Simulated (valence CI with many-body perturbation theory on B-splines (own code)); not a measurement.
**Questions on Sm49+**

Method: configuration interaction combined with many-body perturbation theory (CI+MBPT): three valence electrons over a frozen Dirac-Fock core [Ne], radial functions for each j: 11 s, 11 p, 9 d, 7 f, 5 g, 2 h, 1 i, with the one-electron correlation potential Σ1 (screened to all orders), the two-electron term Σ2, the three-electron term Σ3, Breit, model QED; selected single and double excitations, second order for the rest (own B-spline code, finite nucleus).

The last digits are not significant, and no measured levels were compared; by estimate large intervals hold to a few tenths of a per cent, small ones and those within an open d or f shell to about a per cent.

Levels are named by their leading jj configuration (3d3/2^4 stands for four electrons in 3d with j = 3/2), which in mixed levels can hold well under half, so a name can repeat and another be missing.

Rates and lifetimes use the calculated energies. Strong lines usually hold to 10 to 20 %, long lifetimes can be off by a factor of two.

(1) What is the ground level?

(2) How well does LS coupling describe the low levels?

(3) Name the longest-lived excited levels whose lifetime is computed, and their main decay.

(4) Among levels below 62.427 Ry, which E1 lines absorb most strongly from the ground level?

(5) What are the static dipole polarisabilities of the lowest levels?

Results:

(1) (3s^2 3p1/2) J=1/2, composition 99 % 3s2 3p 2P°, g = 0.654.

(2) Among the lowest 20 levels the leading LS term, summed over configurations, holds 66 % on average. For single configurations the figures are 64 % in LS and 93 % in jj coupling. Terms mix most in the J = 5/2 level at 35.279 Ry, where the leading one holds 38 %.

(3) (3s 3p3/2 3d5/2) J=9/2 at 45.697 Ry lives 61.2 ns, mostly by M1 to (3s 3p1/2 3d5/2) J=7/2; (3s^2 3p3/2) J=3/2 at 11.585 Ry lives 47.0 ns, mostly by M1 to (3s^2 3p1/2) J=1/2.

(4) to (3s^2 3d3/2) J=3/2 at 3.612 nm, f = 0.382; to (3s 3p1/2 3p3/2) J=1/2 at 4.115 nm, f = 0.186; to (3s 3p1/2 3p3/2) J=3/2 at 4.231 nm, f = 0.116.

(5) (3s^2 3p1/2) J=1/2 0.00664 bohr³, of which the core gives 0.000100.
